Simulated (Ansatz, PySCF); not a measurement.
Ways to break one bond of F[SiH2][SiH](F)F:

A. F[SiH2][SiH](F)F → F[SiH2][Si](F)F + H atom
B. F[SiH2][SiH](F)F -> F[SiH][SiH2]F + F atom

Quantity: bond dissociation energy (enthalpy at 298 K, with B3LYP-D3(BJ) rigid-rotor harmonic-oscillator terms from PySCF), kJ/mol. Structures are relaxed separately at B3LYP-D3(BJ)/def2-TZVP in Ansatz (a program for electronic structure), one conformer each, not searched for the lowest. Correlated levels leave the core frozen unless marked. UHF or UKS for open shells. Spin-orbit coupling is left out. Non-relativistic. CBS(X,Y): correlation extrapolated as X^-3; Hartree-Fock from the larger set.

Q: Rank them by bond dissociation energy at CCSD(T)/CBS(cc-pV(T+d)Z,cc-pV(Q+d)Z) (Ansatz), lowest first.

A: A (390.3 kJ/mol), B (656.4 kJ/mol)
